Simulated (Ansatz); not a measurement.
Program: Ansatz. Geometries: PBE0-D4/def2-TZVP. ΔE: electronic, gas phase. CCSD(T)/CBS is the MP2 limit (def2-TZVPP, def2-QZVPP) plus CCSD(T) − MP2 in def2-TZVPP, frozen cores. This one scheme is used for every species. DFT in def2-TZVPP. B3LYP here is the variant with VWN-RPA as its local correlation; programs differ in this. Each species was taken in one conformer, which may not be the lowest.

Reaction (hydrogenolysis of the Al–C bond): `C[CH]([SiH3])[AlH][NH2]` + H₂ → `[NH2][AlH2]` + `CC[SiH3]`

| level | ΔE (kJ/mol) | difference from CCSD(T)/CBS |
| --- | --- | --- |
| PBE-D4 | -13.2 | 3.2 |
| r2SCAN-D4 | -14.1 | 2.3 |
| PBE0-D4 | -17.5 | -1.1 |
| B3LYP-D4 | -20.2 | -3.8 |
| ωB97X-V | -22.6 | -6.2 |
| ωB97M-V | -18.4 | -2.0 |
| B2PLYP | -27.0 | -10.6 |
| PBE | -22.6 | -6.2 |
| r2SCAN | -16.9 | -0.5 |
| PBE0 | -25.9 | -9.5 |
| B3LYP | -35.0 | -18.6 |
| HF/def2-TZVPP | -53.6 | -37.2 |
| MP2/def2-TZVPP | -12.0 | 4.4 |
| SCS-MP2/def2-TZVPP | -21.1 | -4.7 |
| CCSD/def2-TZVPP | -25.6 | -9.2 |
| CCSD(T)/def2-TZVPP | -19.0 | -2.6 |
| HF/def2-QZVPP | -53.5 | -37.1 |
| MP2/def2-QZVPP | -10.5 | 5.9 |
| SCS-MP2/def2-QZVPP | -19.7 | -3.3 |
| HF/CBS(def2) | -53.5 | -37.1 |
| MP2/CBS(def2) | -9.4 | 7.0 |
| CCSD/CBS(def2) | -22.9 | -6.5 |
| CCSD(T)/CBS | -16.4 | 0 |

Largest T1 diagnostic among the species: 0.011.

In def2-TZVPP, CCSD(T) changes the Hartree–Fock value by +34.5 kJ/mol (the triples alone add +6.5 kJ/mol) and MP2 by +41.5 kJ/mol. The D4 term adds +14.8 kJ/mol with B3LYP and +8.5 kJ/mol with PBE0; it sums over pairs of atoms, weighted by their polarisabilities, and B3LYP, whose exchange is more repulsive, gets the larger term.
